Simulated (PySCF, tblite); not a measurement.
Compound: C7H18BN.
Atom-mapped SMILES: `[CH3:1][CH2:2][C@@H:3]1[BH2-:4][N+:5]([CH3:6])([CH3:7])[CH2:8][CH2:9]1` (hydrogens: H10, H11, H12 on C1; H13, H14 on C2; H15 on C3; H16, H17 on B4; H18, H19, H20 on C6; H21, H22, H23 on C7; H24, H25 on C8; H26, H27 on C9)

Jobs on this species (27 atoms, 72 electrons) with PySCF (density fitting) and tblite. Hardware of each: one thread, Intel Xeon at 2.50 GHz (x86_64), on a shared host. Times come from a shared host and carry two figures at best.

```csv
level and settings,work,basis functions,SCF cycles,wall time
GFN2-xTB,L-BFGS relaxation,–,–,?
GFN2-xTB,Hessian by finite differences,–,–,3.6 s
PBE0/pcSseg-1,"shieldings, ring-centre shieldings, charges and field gradients",243,13,2.5 min
```

Q: Fill in the missing figures.

A: 
- GFN2-xTB; L-BFGS relaxation: 3.4 s

Q: What do all jobs in the table cost together?

A: About 2.6 min; the longest takes about 96 % of that, and about 44 times as long as the shortest.
